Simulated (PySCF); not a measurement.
**Ne⁺ (neon, charge +1) across methods**

[He] 2s2 2p5, 2P determinant. Computed with PySCF 2.14 in x2c-TZVPPall, with scalar relativity by spin-free X2C-1e.

```csv
method,E (hartree),mean ε 2s β (eV),mean ε 2p α (eV),mean ε 2p β (eV),Σ⟨r²⟩ (bohr²),⟨S²⟩
LDA,-127.5469,-54.066,-33.355,-31.217,6.975,0.751
UHF,-127.95667,-68.404,-44.926,-42.087,6.775,0.752
PBE0,-128.2170,-58.063,-36.361,-34.207,6.880,0.751
PBE,-128.2040,-54.196,-33.204,-31.224,6.942,0.751
PBEsol,-127.8604,-54.018,-33.125,-31.046,6.949,0.751
r2SCAN0,-128.2728,-58.937,-37.063,-34.771,6.826,0.752
r2SCAN,-128.2779,-55.521,-34.178,-32.009,6.855,0.752
revPBE,-128.2782,-54.206,-33.150,-31.172,6.931,0.751
M06-2X,-128.2848,-61.504,-39.264,-37.080,6.872,0.751
```
